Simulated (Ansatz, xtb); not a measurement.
ClF2GeH3Si: which of two isomers lies lower

Structure I: `F[SiH](F)[GeH2][Cl]`, a singlet. Structure II: `[F][GeH2][Si@H](F)Cl`, a singlet. Both are isolated molecules in the gas phase, relaxed with B3LYP/6-31G*; the shapes shown needn't be the lowest conformers.

I (Å):

```xyz
8

Cl   -1.2178   -1.6249    1.1679
F     0.3166    2.1721    1.0695
F    -1.8465    2.1122   -0.3708
Ge   -0.1236   -0.7025   -0.4953
Si   -0.3000    1.6841   -0.3300
H     0.4108    2.3870   -1.4266
H    -0.7621   -1.2524   -1.7917
H     1.3373   -1.1953   -0.3788
```

II (Å):

| atom | x (Å) | y (Å) | z (Å) |
| --- | --- | --- | --- |
| Cl | -2.7317 | -0.4145 | 2.7252 |
| F | 0.9491 | 0.9577 | 1.7468 |
| F | -2.5833 | 0.9672 | 0.0648 |
| Ge | 0.3769 | -0.3760 | 0.7602 |
| Si | -2.0276 | -0.3640 | 0.7830 |
| H | 0.9403 | -1.6747 | 1.3927 |
| H | 0.9553 | -0.1574 | -0.6620 |
| H | -2.5975 | -1.5372 | 0.0753 |

Quicker runs give these differences E(II) − E(I): GFN2-xTB +16.1 kcal/mol; HF/STO-3G +15.1 kcal/mol (at GFN2-xTB geometries); r2SCAN-D4/def2-SVP +12.9 kcal/mol (at GFN2-xTB geometries).

Estimate E(II) − E(I) at the level CCSD(T)/def2-SVP + ΔMP2/def2-TZVPP.

Calculated at CCSD(T)/def2-SVP + ΔMP2/def2-TZVPP: E(II) − E(I) = +15.6 kcal/mol, so structure I lies lower.

The same difference at several levels:

```json
{"level": "GFN2-xTB", "geometry": "GFN2-xTB", "E(II) − E(I) (kcal/mol)": "+16.1", "departure from the last row (kcal/mol)": "+0.5", "job, with rough time for the two": "optimisation, 0.15 s"}
{"level": "HF/STO-3G", "geometry": "GFN2-xTB", "E(II) − E(I) (kcal/mol)": "+15.1", "departure from the last row (kcal/mol)": "−0.5", "job, with rough time for the two": "single point, 0.48 s"}
{"level": "r2SCAN-D4/def2-SVP", "geometry": "GFN2-xTB", "E(II) − E(I) (kcal/mol)": "+12.9", "departure from the last row (kcal/mol)": "−2.7", "job, with rough time for the two": "single point, 3.2 s"}
{"level": "B3LYP/6-31G*", "geometry": "B3LYP/6-31G*", "E(II) − E(I) (kcal/mol)": "+15.8", "departure from the last row (kcal/mol)": "+0.2", "job, with rough time for the two": "optimisation, 50 s"}
{"level": "HF/def2-SVP", "geometry": "B3LYP/6-31G*", "E(II) − E(I) (kcal/mol)": "+14.1", "departure from the last row (kcal/mol)": "−1.5", "job, with rough time for the two": "part of the CCSD(T) run"}
{"level": "MP2/def2-SVP", "geometry": "B3LYP/6-31G*", "E(II) − E(I) (kcal/mol)": "+12.8", "departure from the last row (kcal/mol)": "−2.8", "job, with rough time for the two": "part of the CCSD(T) run"}
{"level": "CCSD(T)/def2-SVP", "geometry": "B3LYP/6-31G*", "E(II) − E(I) (kcal/mol)": "+12.8", "departure from the last row (kcal/mol)": "−2.8", "job, with rough time for the two": "single point"}
{"level": "CCSD(T)/def2-SVP + ΔMP2/def2-TZVPP", "geometry": "B3LYP/6-31G*", "E(II) − E(I) (kcal/mol)": "+15.6", "departure from the last row (kcal/mol)": "", "job, with rough time for the two": "single point, 26 s"}
```

As drawn, II has 1 F–Ge, 1 Cl–Si in place of 1 F–Si, 1 Cl–Ge.

The levels shown agree on the order. The largest departure from CCSD(T)/def2-SVP + ΔMP2/def2-TZVPP is that of CCSD(T)/def2-SVP, 2.8 kcal/mol. The last row adds to CCSD(T) the change of the MP2 difference between the two basis sets, here +2.8 kcal/mol.

With harmonic frequencies from B3LYP/6-31G* (ideal gas, rigid rotor, one conformer each, 298.15 K, 1 atm): on the last row, ΔE + ΔZPE = +15.3 kcal/mol. A mode under 50 cm⁻¹ makes harmonic enthalpies and free energies unreliable, so none is given.

The correlated steps freeze 21 core orbitals; the filled d shell of Ge is correlated, in a basis made for valence electrons. Codes used: Ansatz 0.2.0, xtb 6.7.1; the last row on 2 threads of Intel(R) Xeon(R) 6975P-C (Granite Rapids) on a shared host.
